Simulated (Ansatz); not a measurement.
Molecule: sum formula AlNH2Br2 (charge 0, singlet). 
Structure (B3LYP-D3(BJ)/def2-TZVP (Ansatz, an electronic-structure program) minimum search):
```
Al
N 1 1.7510
H 2 1.0077 1 124.36
H 2 1.0077 3 111.28 1 -180.00
Br 1 2.2498 2 119.76 3 0.00
Br 1 2.2498 2 119.76 3 180.00
```
Charge 0, spin multiplicity 1.

Total electronic energies in hartree. Cores are frozen in the correlated levels unless marked. No spin-orbit coupling. Frozen are the shells of the preceding noble gas and the d and f shells that filled before the atom's block. No relativistic terms. Basis-set limits of correlation are two-point, X^-3; Hartree-Fock from the larger set. The bracket is a focal-point correction in the basis named.

```csv
level,program,energy (Eh)
r2SCAN-D3(BJ)/def2-TZVPD,Ansatz + dftd3,-5446.83303
r2SCAN-D4/def2-TZVPD,Ansatz + dftd4,-5446.83277
PBE0/STO-3G,Ansatz,(withheld)
PBE0-D3(BJ)/def2-TZVPD,Ansatz + dftd3,-5446.14710
r2SCANh-D4/def2-TZVPD,Ansatz + dftd4,-5446.82728
r2SCAN0-D4/def2-TZVPD,Ansatz + dftd4,-5446.82013
HSE06/def2-TZVPD,Ansatz,-5446.14210
wB97M-V/def2-TZVPD,Ansatz,-5446.59503
MP2/STO-3G,Ansatz,-5383.52480
MP2/6-31G*,Ansatz,-5442.36110
MP2/def2-SVPD,Ansatz,-5442.31321
"MP2/CBS(def2-TZVPPD,def2-QZVPPD)",Ansatz,-5443.4056
SCS-MP2/def2-SVP,Ansatz,-5442.25981
"RI-MP2/CBS(def2-TZVPPD,def2-QZVPPD)+[CCSD(T)-MP2]/def2-TZVPPD",Ansatz,-5443.4685
"CCSD(T)/CBS(def2-TZVPPD,def2-QZVPPD)",Ansatz,-5443.4678
```

Problem. What belongs in the gaps?

Solution. 
- PBE0/STO-3G, energy (Eh): -5386.31301
